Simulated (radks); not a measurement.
The numbers below are computed, except where a source is named.
Species: Te17+. Configuration: [Ar] 3d10 4s2 4p5. Level of theory: scalar-relativistic Kohn-Sham, PBEsol, spin-polarised, spherical densities, finite nucleus; open shells are filled with parallel spins first (spin-orbit coupling, left out, can overturn this in heavy ions); Fermi nuclear charge, rms radius 4.7423 fm (a radial shooting solver on a logarithmic mesh with Libxc functionals). Some entries of the table are withheld. Estimate them.

orbital  occ.  eigenvalue (Ry)  r(max) (bohr)
1s up       1        -2355.708        0.01794
1s down     1        -2355.676        0.01794
2s up       1        -388.5850         0.1014
2s down     1        -388.5658         0.1014
2p up       3        -352.2653        0.08122
2p down     3        -352.2361        0.08123
3s up       1        -101.7593         0.2916
3s down     1        -101.7278         0.2916
3p up       3        -89.94424         0.2849
3p down     3        -89.90864         0.2849
3d up       5        -72.23414         0.2357
3d down     5        -72.19900         0.2357
4s up       1        -39.59784         0.6699
4s down     1        -39.43333         0.6696
4p up       3        -35.51411            (1)
4p down     2        -35.35135            (2)

Answer. 
(1) 4p up r(max) (bohr): 0.6926
(2) 4p down r(max) (bohr): 0.6924
